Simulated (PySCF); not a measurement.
PySCF job for CH3FZn, SMILES [CH3][Zn][F], TDA-LC-ωPBE/def2-SVPD. Geometry: PBE0-D3(BJ)/def2-TZVP.

```python
import numpy as np
from pyscf import gto, scf, dft, tdscf

mol = gto.M(
    atom='''
    Zn   -0.00000000    0.00000000   -0.05340282
    F     0.00000000   -0.00000000   -1.80803329
    C     0.00000000   -0.00000000    1.85969981
    H     0.88619018    0.51164214    2.23872842
    H     0.00000000   -1.02328427    2.23872842
    H    -0.88619018    0.51164214    2.23872842
    ''',
    basis='def2-SVPD',
    charge=0,
    spin=0,
    symmetry=True,
    max_memory=1600,
    verbose=4,
)
mf = dft.RKS(mol, xc='lc_wpbe').density_fit(auxbasis='def2-universal-jkfit')
mf.grids.level = 3
mf.conv_tol = 1e-9
mf.max_cycle = 100
mf.kernel()
mf.grids = dft.Grids(mol).set(level=1).build(with_non0tab=True)  # coarser grid for the response kernel
td = tdscf.TDA(mf)
td.singlet = True
td.nstates = 10
td.conv_tol = 1e-4
td.kernel(x0=td.get_init_guess(mf, 15))
td.analyze()
tt = tdscf.TDA(mf)
tt.singlet = False
tt.nstates = 4
tt.conv_tol = 1e-4
tt.kernel(x0=tt.get_init_guess(mf, 9))
tt.analyze(verbose=3)
```

Log of the run:

```
PySCF version 2.14.0

[INPUT] verbose = 4
[INPUT] num. atoms = 6
[INPUT] num. electrons = 48
[INPUT] charge = 0
[INPUT] spin (= nelec alpha-beta = 2S) = 0
[INPUT] symmetry True subgroup None
[INPUT] Mole.unit = angstrom
[INPUT] Symbol           X                Y                Z      unit          X                Y                Z       unit  Magmom
[INPUT]  1 Zn     0.000000000000   0.000000000000  -0.053402820000 AA    0.000000000000   0.000000000000  -0.100916704079 Bohr   0.0
[INPUT]  2 F      0.000000000000   0.000000000000  -1.808033290000 AA    0.000000000000   0.000000000000  -3.416687742196 Bohr   0.0
[INPUT]  3 C      0.000000000000   0.000000000000   1.859699810000 AA    0.000000000000   0.000000000000   3.514323314806 Bohr   0.0
[INPUT]  4 H      0.886190180000   0.511642140000   2.238728420000 AA    1.674656734479   0.966863518386   4.230583581080 Bohr   0.0
[INPUT]  5 H      0.000000000000  -1.023284270000   2.238728420000 AA    0.000000000000  -1.933727017875   4.230583581080 Bohr   0.0
[INPUT]  6 H     -0.886190180000   0.511642140000   2.238728420000 AA   -1.674656734479   0.966863518386   4.230583581080 Bohr   0.0

nuclear repulsion = 171.030014088104
point group symmetry = C3v, use subgroup Cs
symmetry origin: [ 0.00000000e+00  3.93692939e-10 -3.54323659e-09]
symmetry axis x: [-2.44932253e-11  1.00000000e+00 -3.51325639e-10]
symmetry axis y: [0.00000000e+00 3.51325639e-10 1.00000000e+00]
symmetry axis z: [ 1.00000000e+00  2.44932253e-11 -8.60509804e-21]
num. orbitals of irrep A' = 67
num. orbitals of irrep A" = 34
number of shells = 41
number of NR pGTOs = 169
number of NR cGTOs = 101
basis = def2-SVPD
ecp = {}


******** <class 'pyscf.df.df_jk.DFSymAdaptedRKS'> ********
method = DFSymAdaptedRKS
initial guess = minao
damping factor = 0
level_shift factor = 0
DIIS = <class 'pyscf.scf.diis.CDIIS'>
diis_start_cycle = 1
diis_space = 8
diis_damp = 0
SCF conv_tol = 1e-09
SCF conv_tol_grad = None
SCF max_cycles = 100
direct_scf = False
XC library pyscf.dft.libxc version 7.1.2
    S. Lehtola, C. Steigemann, M. J. T. Oliveira, and M. A. L. Marques,  SoftwareX 7, 1–5 (2018)
XC functionals = lc_wpbe
    O. A. Vydrov and G. E. Scuseria,  J. Chem. Phys. 125, 234109 (2006)
radial grids:
    Treutler-Ahlrichs [JCP 102, 346 (1995); DOI:10.1063/1.469408] (M4) radial grids

becke partition: Becke, JCP 88, 2547 (1988); DOI:10.1063/1.454033
pruning grids: <function nwchem_prune>
grids dens level: 3
symmetrized grids: True
atomic radii adjust function: <function treutler_atomic_radii_adjust>
small_rho_cutoff = 0
Freeze 0 electrons in irreps []
    48 free electrons in irreps A' A"
Set gradient conv threshold to 3.16228e-05
Initial guess from minao.
tot grids = 78448
Create RSH-DF object <pyscf.df.df.DF object> for omega=0.4
******** <class 'pyscf.df.df.DF'> ********
auxbasis = auxmol.basis = def2-universal-jkfit
init E= -1918.07706632865
HOMO (A') = -0.376817872546162  LUMO (A') = -0.0435009603777834  gap/eV = 9.07002
cycle= 1 E= -1918.41866075835  delta_E= -0.342  |g|= 0.814  |ddm|= 2.52
HOMO (A") = -0.29068570495787  LUMO (A') = 0.0377843004713787  gap/eV = 8.93812
cycle= 2 E= -1918.35319320287  delta_E= 0.0655  |g|= 1.12  |ddm|= 1.32
HOMO (A') = -0.428582985045995  LUMO (A') = 0.0418894979489979  gap/eV = 12.80221
cycle= 3 E= -1918.53432544961  delta_E= -0.181  |g|= 0.0511  |ddm|= 0.651
HOMO (A') = -0.425596333310614  LUMO (A') = 0.047295542353992  gap/eV = 12.86804
cycle= 4 E= -1918.53502957654  delta_E= -0.000704  |g|= 0.0439  |ddm|= 0.108
HOMO (A') = -0.424830201337477  LUMO (A') = 0.0475103163129367  gap/eV = 12.85304
cycle= 5 E= -1918.53537557111  delta_E= -0.000346  |g|= 0.00753  |ddm|= 0.0491
HOMO (A') = -0.424785745130368  LUMO (A') = 0.047362684717263  gap/eV = 12.84781
cycle= 6 E= -1918.53540305509  delta_E= -2.75e-05  |g|= 0.00162  |ddm|= 0.0204
HOMO (A') = -0.425067096859957  LUMO (A') = 0.0472395481809311  gap/eV = 12.85212
cycle= 7 E= -1918.53540500427  delta_E= -1.95e-06  |g|= 0.000663  |ddm|= 0.00651
HOMO (A') = -0.424930385888037  LUMO (A') = 0.0472594942125362  gap/eV = 12.84894
cycle= 8 E= -1918.5354051792  delta_E= -1.75e-07  |g|= 0.000199  |ddm|= 0.00131
HOMO (A') = -0.424976946441831  LUMO (A') = 0.0472429706440192  gap/eV = 12.84976
cycle= 9 E= -1918.53540519642  delta_E= -1.72e-08  |g|= 4.29e-05  |ddm|= 0.000563
HOMO (A') = -0.424970989662887  LUMO (A') = 0.0472441321780286  gap/eV = 12.84963
cycle= 10 E= -1918.53540519711  delta_E= -6.89e-10  |g|= 4.55e-06  |ddm|= 0.000109
HOMO (A') = -0.424970776171156  LUMO (A') = 0.0472440070556601  gap/eV = 12.84962
Extra cycle  E= -1918.53540519713  delta_E= -1.68e-11  |g|= 2.03e-06  |ddm|= 1.25e-05
converged SCF energy = -1918.53540519713
tot grids = 25336


******** <class 'pyscf.tdscf.rks.TDA'> for <class 'pyscf.df.df_jk.DFSymAdaptedRKS'> ********
nstates = 10 singlet
deg_eia_thresh = 1.000e-03
wfnsym = None
conv_tol = 0.0001
eigh lindep = 1e-12
eigh level_shift = 0
eigh max_cycle = 100


Excitation energies (eV)
[7.866551   8.09525748 8.09528132 8.36138822 8.36138929 9.09816629
 9.13339331 9.13340789 9.21415566 9.78515506]

** Singlet excitation energies and oscillator strengths **
Excited State   1:   A'      7.86655 eV    157.61 nm  f=0.2995
      24 -> 25       -0.66792
      24 -> 28       -0.13519
Excited State   2:   A"      8.09526 eV    153.16 nm  f=0.0862
      22 -> 25        0.15269
      24 -> 27        0.66306
      24 -> 31        0.10088
      24 -> 36       -0.10749
Excited State   3:   A'      8.09528 eV    153.16 nm  f=0.0862
      23 -> 25       -0.15269
      24 -> 26       -0.66306
      24 -> 30        0.10089
      24 -> 35        0.10748
Excited State   4:   A'      8.36139 eV    148.28 nm  f=0.0585
      23 -> 25        0.62963
      23 -> 28       -0.19639
      23 -> 32       -0.14582
      24 -> 26       -0.16667
Excited State   5:   A"      8.36139 eV    148.28 nm  f=0.0585
      22 -> 25       -0.62963
      22 -> 28        0.19639
      22 -> 32        0.14582
      24 -> 27        0.16667
Excited State   6:   A"      9.09817 eV    136.27 nm  f=0.0000
      22 -> 26        0.47540
      22 -> 30       -0.10207
      23 -> 27       -0.47540
      23 -> 31       -0.10207
Excited State   7:   A"      9.13339 eV    135.75 nm  f=0.0000
      22 -> 26       -0.47658
      23 -> 27       -0.47658
Excited State   8:   A'      9.13341 eV    135.75 nm  f=0.0000
      22 -> 27       -0.47659
      23 -> 26        0.47658
Excited State   9:   A'      9.21416 eV    134.56 nm  f=0.0011
      21 -> 25       -0.52275
      21 -> 28        0.14864
      21 -> 32        0.12569
      22 -> 27        0.26295
      23 -> 26        0.26296
      24 -> 28        0.16681
Excited State  10:   A'      9.78516 eV    126.71 nm  f=0.0017
      19 -> 27       -0.10498
      20 -> 26       -0.10495
      21 -> 25       -0.24294
      24 -> 28       -0.55913
      24 -> 32       -0.22331

** Transition electric dipole moments (AU) **
state          X           Y           Z        Dip. S.      Osc.
  1        -0.0000     -0.0002      1.2466      1.5540      0.2995
  2         0.6594     -0.0000     -0.0000      0.4348      0.0862
  3         0.0000     -0.6594     -0.0003      0.4348      0.0862
  4         0.0000     -0.5342     -0.0000      0.2854      0.0585
  5         0.5342     -0.0000     -0.0000      0.2854      0.0585
  6        -0.0000      0.0000      0.0000      0.0000      0.0000
  7         0.0076      0.0000     -0.0000      0.0001      0.0000
  8        -0.0000      0.0076     -0.0000      0.0001      0.0000
  9         0.0000     -0.0000      0.0708      0.0050      0.0011
 10        -0.0000     -0.0000     -0.0836      0.0070      0.0017

** Transition velocity dipole moments (imaginary part, AU) **
state          X           Y           Z        Dip. S.      Osc.
  1        -0.0000     -0.0000      0.3242      0.1051      0.2423
  2         0.0639     -0.0000     -0.0000      0.0041      0.0091
  3         0.0000     -0.0639     -0.0001      0.0041      0.0091
  4         0.0000     -0.1207     -0.0000      0.0146      0.0316
  5         0.1207     -0.0000     -0.0000      0.0146      0.0316
  6        -0.0000      0.0000      0.0000      0.0000      0.0000
  7        -0.0061      0.0000     -0.0000      0.0000      0.0001
  8        -0.0000     -0.0061     -0.0000      0.0000      0.0001
  9         0.0000      0.0000      0.0473      0.0022      0.0044
 10        -0.0000     -0.0000     -0.0083      0.0001      0.0001

** Transition magnetic dipole moments (imaginary part, AU) **
state          X           Y           Z
  1        -0.0002      0.0000      0.0000
  2        -0.0000     -0.6517      0.0000
  3        -0.6516     -0.0000     -0.0000
  4         0.4774     -0.0000      0.0000
  5        -0.0000      0.4774      0.0000
  6         0.0000     -0.0000     -0.0372
  7         0.0000      0.0197     -0.0000
  8        -0.0197      0.0000     -0.0000
  9         0.0000     -0.0000     -0.0000
 10         0.0000      0.0000      0.0000


******** <class 'pyscf.tdscf.rks.TDA'> for <class 'pyscf.df.df_jk.DFSymAdaptedRKS'> ********
nstates = 4 triplet
deg_eia_thresh = 1.000e-03
wfnsym = None
conv_tol = 0.0001
eigh lindep = 1e-12
eigh level_shift = 0
eigh max_cycle = 100


Excitation energies (eV)
[6.57852585 7.30744214 7.30750065 7.94629799]

** Triplet excitation energies and oscillator strengths **
Excited State   1:   A'      6.57853 eV    188.47 nm  f=0.0000
Excited State   2:   A"      7.30744 eV    169.67 nm  f=0.0000
Excited State   3:   A'      7.30750 eV    169.67 nm  f=0.0000
Excited State   4:   A"      7.94630 eV    156.03 nm  f=0.0000
```

The run converged.

Cost: very roughly 50 core-seconds.
